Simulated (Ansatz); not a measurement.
ScCl3. Charge 0, multiplicity 1. Geometry B3LYP-D4/def2-SVP, basis def2-TZVP, Ansatz.

Cartesian coordinates in Å:
```
Sc -0.002 -0.006 0.001
Cl 0.497 0.295 2.197
Cl 1.580 -0.793 -1.425
Cl -2.075 0.504 -0.773
```

| run | HOMO (eV) | LUMO (eV) |
| --- | --- | --- |
| A | -7.82 | -4.05 |
| B | -8.86 | -3.65 |
| C | -8.76 | -3.67 |
| D | -7.88 | -4.19 |
| E | -8.97 | -3.64 |
| F | -10.60 | -2.40 |

B3LYP takes the VWN-RPA correlation. HSE06 is defined as in plane-wave codes, on full-range PBE exchange.

Question: The runs used B3LYP, CAM-B3LYP, HSE06, PBE, r2SCANh, revPBE. Estimate which is which.

Answer: A revPBE (0 % exact exchange); B HSE06 (range-separated); C r2SCANh (10 % exact exchange); D PBE (0 % exact exchange); E B3LYP (20 % exact exchange); F CAM-B3LYP (range-separated). Exact exchange lowers occupied and raises empty levels; among semilocal functionals meta-GGAs tend to open the gap a little, and such runs are hard to tell apart. The gap grows from 3.69 eV (PBE) to 8.20 eV (CAM-B3LYP).
